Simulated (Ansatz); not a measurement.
Ansatz (a first-principles code) job for CH7FO2Si2, SMILES F[Si](O)(C[SiH3])O, PBE/def2-SVPD. Geometry optimised at PBE-D3(BJ)/def2-SVP. The structure was generated by enumeration, and PubChem lists no compound with its InChIKey, so it may never have been made. The values are those of a single conformer.

Ansatz 0.2 input:
```yaml
crystal:
  periodic: [false, false, false]
  atoms:
    - {symbol: O, position_ang: [1.61810527, 1.27717190, 1.08858204]}
    - {symbol: Si, position_ang: [0.64834294, 0.48379396, -0.01527490]}
    - {symbol: O, position_ang: [1.25906181, -1.04802322, -0.20270424]}
    - {symbol: F, position_ang: [0.74973784, 1.32386110, -1.42348266]}
    - {symbol: C, position_ang: [-1.14485641, 0.31279117, 0.44324676]}
    - {symbol: Si, position_ang: [-1.89203965, -1.39723131, 0.08196105]}
    - {symbol: H, position_ang: [1.61951037, 2.24756592, 1.02367360]}
    - {symbol: H, position_ang: [2.22663460, -1.11319439, -0.27905147]}
    - {symbol: H, position_ang: [-1.26072374, 0.51992280, 1.52812437]}
    - {symbol: H, position_ang: [-1.73016154, 1.08242635, -0.10245457]}
    - {symbol: H, position_ang: [-1.27581480, -2.44241346, 0.96558544]}
    - {symbol: H, position_ang: [-3.37396459, -1.35990240, 0.35451889]}
    - {symbol: H, position_ang: [-1.68956487, -1.77096824, -1.35916144]}
basis:
  gaussian:
    orbitals: def2-SVPD
hamiltonian:
  xc: {name: PBE}
```

Program output:

```
WARN ansatz: RAYON_NUM_THREADS=2 ignored (pool sized by the plan → 2); use --threads N
Functional definition: PBE
integrals: 0.15 GiB planned
1628 factors; their error is unknown
mean field: 0.95 GiB planned
mean field evaluation 1: about -23677.7586 eV, gradient 9.6e1 eV
mean field evaluation 2: about -23626.4218 eV, gradient 1.8e2 eV
mean field evaluation 4: about -23694.6568 eV, gradient 1.5e1 eV
mean field evaluation 8: about -23695.0856 eV, gradient 3.4e-1 eV
mean field evaluation 16: about -23695.0310 eV, gradient 4.3e-4 eV
mean field -23695.03101109 eV, -870.7763285885 hartree, gradient 2.4e-5 eV, S^2 0.000000; 0 other end points of the search recorded, 0 dependent functions left out
reference -23695.03106832 eV, -870.7763306919 hartree; 33, 33 occupied and 160, 160 virtual orbitals, 1628 factors
Total energy: -23695.03106832 eV, -870.7763306919 hartree
```

Self-consistency was reached.
